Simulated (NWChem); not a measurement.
Correlation energy of hydronium (H$_{3}$O (+1))

SMILES: [OH3+]
```xyz
4

O      0.0000     0.0774     0.0000
H     -0.4720    -0.2067     0.8177
H     -0.4720    -0.2067    -0.8177
H      0.9443    -0.2062     0.0000
```
Charge +1, spin multiplicity 1.

All runs are NWChem calculations. Structure: optimised with B3LYP/def2-SVP, a minimum by its harmonic frequencies.

Basis set: def2-TZVP. Each correlation energy counts from its own Hartree-Fock reference.

The correlated methods keep 1 core orbital frozen. Coupled-cluster values serve here as a point of comparison, not as the truth.

### Question
One of these methods gave a correlation energy of -249.0 mHa. Which?
A) SCS-MP2
B) CCSD
C) MP2
D) CCSD(T)

### Answer
C, MP2. The others give -258.2 (CCSD), -247.4 (SCS-MP2), -264.6 (CCSD(T)).
